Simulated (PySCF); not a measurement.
Q: Give a PBE0-D3(BJ)/def2-SVP geometry of (2-methylpropenyl)benzene (`CC(C)=Cc1ccccc1`).

A: 
Z-matrix in Å and degrees, rows numbered from 1:
```
C 
C   1  1.4997
C   2  1.4997  1  114.91
C   2  1.3480  1  120.30  3  -178.54
C   4  1.4697  2  128.75  1  -178.96
C   5  1.4055  4  119.01  2  -143.08
C   6  1.3911  5  121.29  4  -179.88
C   7  1.3951  6  120.15  5     0.77
C   8  1.3938  7  119.38  6     0.61
C   9  1.3931  8  120.40  7    -0.73
H   1  1.1038  2  110.74  3   -57.86
H   1  1.0989  2  112.15  3  -178.72
H   1  1.1037  2  110.95  3    59.90
H   3  1.0976  2  112.74  1  -162.86
H   3  1.1041  2  111.25  1    75.60
H   3  1.1024  2  109.98  1   -41.86
H   4  1.0967  2  116.70  1     3.36
H   6  1.0934  5  118.93  4     0.74
H   7  1.0928  6  119.77  5  -179.41
H   8  1.0925  7  120.31  6   179.78
H   9  1.0929  8  120.01  7   178.48
H  10  1.0912  5  119.53  4     1.67
```

Of the pairs four or more bonds apart, C10···H14 is among the closest relative to their van der Waals radii: 2.59 Å, 89 % of the sum of Bondi's values. The C–C distances run from 1.348 Å (C2=C4, drawn double) to 1.500 Å (C2–C3, drawn single), a spread of 0.152 Å. The 6-membered ring C5–C6–C7–C8–C9–C10 has internal angles of 117.8° to 121.3°; it is planar, 0.01 Å rms from its mean plane, widest ring torsion 2°.

Level of theory: PBE0-D3(BJ)/def2-SVP geometry optimisation, gas phase in PySCF 2.14.0.

Point group: C1 (no symmetry element, even within 0.4 Å). Stationary, but not proved a minimum. One conformer, not necessarily the lowest (C2–C4–C5–C6 -143°).
